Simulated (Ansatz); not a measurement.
Ansatz (a program for electronic structure) input:

Ansatz 0.2 input:
```yaml
crystal:
  periodic: [false, false, false]
  atoms:
    - {symbol: Ru, position_ang: [-0.09489854, -0.44809926, -0.45722299]}
    - {symbol: O, position_ang: [0.00754408, 2.56757418, -0.55871337]}
    - {symbol: C, position_ang: [-0.05097926, 1.42205727, -0.63640545]}
    - {symbol: O, position_ang: [0.39837025, -0.65089659, 2.51441633]}
    - {symbol: C, position_ang: [0.20568280, -0.69156614, 1.38177007]}
basis:
  gaussian:
    orbitals: def2-SVPD
magnetization: {spin_polarized: true, initial_magnetization: 2}
correlation: {method: ccsd_t, electrons: outside_noble_gas}
output: {forces: true}
```

### Question
Which total energy does the run end on?

### Answer
-320.27598 Eh (CCSD(T)/def2-SVPD). The basis has 120 functions.

The spin state was set by rule; other spins were not relaxed.
